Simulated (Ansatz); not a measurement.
Energy needed to pull apart InH2F (SMILES [F][InH2]), singlet, into free ground-state atoms, from the structure below (displaced at random from a GFN2-xTB minimum); no zero-point or spin–orbit terms; open-shell atoms are treated unrestricted, in their ground-state multiplicity.

```csv
atom,x (Å),y (Å),z (Å)
F1,-1.6014,-0.5814,0.1818
In2,0.2036,0.0241,-0.0323
H3,1.2381,-0.8701,0.7136
H4,0.3192,1.4421,-1.0892
```

Program: Ansatz 0.2.0. Basis: def2-TZVPP. Cores are frozen in the correlated methods. Filled d shells of the heavier atoms are correlated. Core potentials replace the inner electrons of the atoms past krypton. The def2 sets are not built for correlating such inner shells, so the correlated values are less sure here.

```
    method  atomization energy (kcal/mol)
    PBE-D4                              ?
 r2SCAN-D4                              ?
   PBE0-D4                          208.5
r2SCANh-D4                          212.8
  BHLYP-D4                          204.2
   wB97M-V                          216.2
        HF                          147.4
       MP2                          211.4
      CCSD                          208.0
   CCSD(T)                          211.3
```

Task: What does r2SCAN-D4 give? (An estimate is asked for; the value comes from the calculation.)

Result: The calculation gives: 215.3 kcal/mol, which is about 4.0 kcal/mol more than CCSD(T)/def2-TZVPP.

Task: What does PBE-D4 give? (Judge from chemistry; the value comes from the calculation.)

Result: Computed: 213.2 kcal/mol, which is about 1.9 kcal/mol more than CCSD(T)/def2-TZVPP.

In triple zeta the MP2 and coupled-cluster atomization energies are still short of their basis limit by a few kcal/mol a bond, whereas those of the functionals are nearly converged, so these differences are not deviations from converged CCSD(T).

The T1 diagnostic stays at or below 0.016.

For scale, one of the runs: CCSD(T)/def2-TZVPP forces, 109 basis functions, launched by `ansatz run in.yaml --threads 4 --pin off --events-out ev --progress --plain --max-ram 5222MiB`. The run took 32 s on 4 CPU threads of an Arm Neoverse N1 (shared host), with 0.78 GiB of host memory at its peak.
